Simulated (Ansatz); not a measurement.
C4H3F7 (`FC(F)C(F)C(F)(F)C(F)F`), relaxed with RKS PBE0-D4/def2-TZVP in Ansatz from a PBE-D4/def2-SVP geometry. The force threshold is 0.005 eV/Å; the program also tests the step.

The species carries charge 0 and has multiplicity 1.

Start:

```xyz
14

F     2.205   -1.833    0.249
C     1.030   -1.241    0.571
F     0.008   -1.991    0.042
C     0.990    0.164   -0.035
F     1.981    0.898    0.578
C    -0.350    0.893    0.178
F    -0.715    0.800    1.499
F    -0.166    2.204   -0.119
C    -1.534    0.358   -0.664
F    -2.553    1.245   -0.588
F    -1.133    0.251   -1.965
H     0.921   -1.210    1.679
H     1.190    0.095   -1.126
H    -1.874   -0.634   -0.299
```

```json
{"step": "1", "energy (eV)": "-23202.0638", "largest force (eV/Å)": "0.627", "largest move (Å)": "0.000"}
{"step": "2", "energy (eV)": "-23202.1173", "largest force (eV/Å)": "0.282", "largest move (Å)": "0.018"}
{"step": "3", "energy (eV)": "-23202.1246", "largest force (eV/Å)": "0.047", "largest move (Å)": "0.011"}
{"step": "4", "energy (eV)": "-23202.1249", "largest force (eV/Å)": "0.021", "largest move (Å)": "0.004"}
{"step": "5", "energy (eV)": "-23202.1253", "largest force (eV/Å)": "0.025", "largest move (Å)": "0.028"}
{"step": "6", "energy (eV)": "-23202.1254", "largest force (eV/Å)": "0.003", "largest move (Å)": "0.005"}
```

End:

```xyz
14

F     2.194   -1.810    0.269
C     1.015   -1.236    0.568
F     0.032   -1.992    0.015
C     0.983    0.159   -0.034
F     1.960    0.883    0.589
C    -0.344    0.894    0.170
F    -0.699    0.840    1.477
F    -0.156    2.183   -0.155
C    -1.526    0.351   -0.650
F    -2.546    1.217   -0.553
F    -1.155    0.268   -1.946
H     0.890   -1.227    1.654
H     1.203    0.100   -1.104
H    -1.850   -0.630   -0.302
```

Run time 17 s (4 threads of an AMD EPYC 7R13 on a shared host and a share of an NVIDIA H100 80 GB); peak host memory 1 GiB.
